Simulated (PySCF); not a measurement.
C2H4BF3, SMILES FCB(F)CF. The structure is a stationary point at B3LYP-D3(BJ)/def2-SVP. The structure was generated by enumeration, and PubChem lists no compound with its InChIKey, so it may never have been made. One conformer was computed; it need not be the lowest.

Computed with B3LYP-D3(BJ)/def2-SVP in PySCF 2.14.0.

Harmonic wavenumbers (cm⁻¹): 93, 98, 137, 227, 339, 424, 525, 630, 725, 934, 1059, 1087, 1153, 1231, 1242, 1297, 1388, 1417, 1429, 1441, 3001, 3004, 3034, 3046. Rotational constants (GHz): 5.198, 2.204, 1.578; symmetry number 1.

### Question
Work out the zero-point energy and the ideal-gas rigid-rotor harmonic-oscillator thermochemistry at 298.15 K and 1 atm.

### Answer
ZPE = ½ Σ hcν = ½ × 28961 cm⁻¹ = 41.40 kcal/mol. H − E(el) = 46.27 kcal/mol. Entropy in cal/(mol K): translation 39.59, rotation 27.28, vibration 15.69, total 82.55. G − E(el) = 21.65 kcal/mol. Cp = 23.74 cal/(mol K). Modes under 150 cm⁻¹ make the vibrational entropy uncertain.
